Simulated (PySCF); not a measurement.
Molfile (atoms numbered from 1):
```
C7H10F2
     RDKit          3D

 19 19  0  0  0  0  0  0  0  0999 V2000
    1.9587   -0.2955   -0.7862 C   0  0  0  0  0  0  0  0  0  0  0  0
    1.0452   -0.1660    0.4314 C   0  0  1  0  0  0  0  0  0  0  0  0
    1.8415   -0.4074    1.5595 F   0  0  0  0  0  0  0  0  0  0  0  0
    0.5173    1.2368    0.5439 C   0  0  0  0  0  0  0  0  0  0  0  0
   -0.7538    1.5588    0.3785 C   0  0  0  0  0  0  0  0  0  0  0  0
   -1.8228    0.5515    0.0843 C   0  0  1  0  0  0  0  0  0  0  0  0
   -2.7053    1.0789   -0.8458 F   0  0  0  0  0  0  0  0  0  0  0  0
   -1.2412   -0.7533   -0.4468 C   0  0  0  0  0  0  0  0  0  0  0  0
   -0.0871   -1.1956    0.4450 C   0  0  0  0  0  0  0  0  0  0  0  0
    2.3896   -1.2932   -0.8186 H   0  0  0  0  0  0  0  0  0  0  0  0
    2.7655    0.4302   -0.7181 H   0  0  0  0  0  0  0  0  0  0  0  0
    1.3967   -0.1140   -1.6970 H   0  0  0  0  0  0  0  0  0  0  0  0
    1.2594    1.9867    0.7748 H   0  0  0  0  0  0  0  0  0  0  0  0
   -1.0910    2.5825    0.4472 H   0  0  0  0  0  0  0  0  0  0  0  0
   -2.4276    0.3776    0.9878 H   0  0  0  0  0  0  0  0  0  0  0  0
   -2.0152   -1.5211   -0.4761 H   0  0  0  0  0  0  0  0  0  0  0  0
   -0.8941   -0.5856   -1.4679 H   0  0  0  0  0  0  0  0  0  0  0  0
   -0.4386   -1.2966    1.4747 H   0  0  0  0  0  0  0  0  0  0  0  0
    0.2931   -2.1655    0.1220 H   0  0  0  0  0  0  0  0  0  0  0  0
  1  2  1  0
  2  3  1  1
  2  4  1  0
  4  5  2  0
  5  6  1  0
  6  7  1  0
  6  8  1  0
  8  9  1  0
  9  2  1  0
  1 10  1  0
  1 11  1  0
  1 12  1  0
  4 13  1  0
  5 14  1  0
  6 15  1  1
  8 16  1  0
  8 17  1  0
  9 18  1  0
  9 19  1  0
M  END
```

PySCF calculation with NMR shieldings at PBE0/pcSseg-1/GIAO and geometry from GFN2-xTB; isolated molecule, one averaged value for each set of equivalent atoms, no relativistic terms, one computed conformer.

References, each an isolated molecule treated in the same way: TMS for 13C (186.93 ppm), 1H (31.72 ppm); CFCl3 for 19F (170.95 ppm).

| atoms | nucleus | count | δ (ppm) |
| --- | --- | --- | --- |
| C6 | 13C | 1 | 91.9 |
| H16 | 1H | 1 | ? |
| F7 | 19F | 1 | -206.6 |
| H13 | 1H | 1 | 6.17 |
| C1 | 13C | 1 | ? |
| C8 | 13C | 1 | 33.3 |
| H10/H11/H12 | 1H | 3 | 1.52 |
| C4 | 13C | 1 | ? |
| C2 | 13C | 1 | 94.2 |
| H14 | 1H | 1 | ? |
| H17 | 1H | 1 | 1.72 |
| F3 | 19F | 1 | -166.3 |
| C9 | 13C | 1 | 37.8 |
| H15 | 1H | 1 | 5.40 |
| H18 | 1H | 1 | 2.07 |
| C5 | 13C | 1 | ? |
| H19 | 1H | 1 | 1.98 |

Estimate the values marked ?.

## Answers


- C4: 142.7 ppm, alkene CH; the olefinic region
- C5: 138.9 ppm, alkene CH; an sp2 carbon of a C=C bond
- C1: 28.5 ppm, methyl carbon; saturated and bonded to C and H only
- H14: 6.25 ppm, hydrogen on an alkene CH; a vinylic proton, deshielded by the sp2 carbon and the C=C anisotropy
- H16: 2.24 ppm, hydrogen on an sp3 CH2 in a ring

Shifts are as computed. Against solution values, carbons near 30 ppm lie about +3 ppm off and those near 130 ppm about +5 ppm. Of 1309 compounds with measured shifts, 239 miss one by over three times the rms of a fit or turn the order of signals round; such compounds aren't used in these exercises. Unscaled 19F shifts against computed CFCl3 carry errors that often reach 10 to 50 ppm.
